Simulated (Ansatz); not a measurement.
Reactions of `CCCCC(C)CC`.

Computed with Ansatz on PBE0-D4/def2-TZVP structures; ΔE is electronic, products minus reactants. CBS: MP2 limit from def2 TZ/QZ plus the TZ coupled-cluster correction, frozen cores. This one scheme is used for every species. Functionals use def2-TZVPP. For Ga outer-core shells are correlated without core-valence functions, which leaves a few kJ/mol of doubt a bond. Scalar relativity is left out up to krypton. Each species was taken in one conformer, which may not be the lowest.

```
                                                      reaction  HF/CBS(def2) (kJ/mol)  MP2/CBS(def2) (kJ/mol)  ωB97M-V (kJ/mol)  PBE-D4 (kJ/mol)  CCSD(T)/CBS(def2) (kJ/mol)
`CCCCC(C)CC` + `C[CH2][AlH2]` → `CC[CH](C)[AlH2]` + `CCC(C)CC`                     15                       8                 8                6                           9
     `CCCCC(C)CC` + `NB(F)[SiH3]` → `CNB(F)[SiH3]` + `CCCCCCC`                     22                      43                37               31                          38
`CCCCC(C)CC` + `C=[N][GaH2]` → `C=[N][GaH][CH3]` + `CCCC(C)CC`                    -35                     -42               -35              -36                         -39
                           `CCCCC(C)CC` + H₂ → `CCCCCCC` + CH₄                    -98                     -59               -67              -67                         -65
```

Largest T1 diagnostic: 0.017, for `C=[N][GaH2]`.
